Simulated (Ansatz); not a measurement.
```yaml
crystal:
  periodic: [false, false, false]
  atoms:
    - {symbol: D, position_ang: [-0.553530, -0.498969, 1.447833]}
    - {symbol: Ga, position_ang: [0.057633, 0.022135, -0.117026]}
    - {symbol: H, position_ang: [-0.881866, -0.328007, -1.306160]}
    - {symbol: H, position_ang: [1.433263, 0.744441, -0.044847]}
basis:
  gaussian: {orbitals: aug-cc-pVTZ}
hamiltonian: {xc: {name: r2SCAN}, dispersion: d4}
accuracy: high
output: {forces: true}
```

```sh
$ ansatz run in.yaml --threads 2 --pin off --events-out ev --progress --plain --max-ram 32768MiB --backend cpu
```

Task: How does Ansatz answer? (An estimate is asked.)

Result: Ansatz gave: The program refused the input.
```
Error: YAML parse error: error: line 4 column 16: `D` is not an element symbol (H … Og, case-exact)
 --> <input>:4:16
2 |   periodic: [false, false, false]
3 |   atoms:
4 |     - {symbol: D, position_ang: [-0.553530, -0.498969, 1.447833]}
5 |     - {symbol: Ga, position_ang: [0.057633, 0.022135, -0.117026]}
6 |     - {symbol: H, position_ang: [-0.881866, -0.328007, -1.306160]}
```
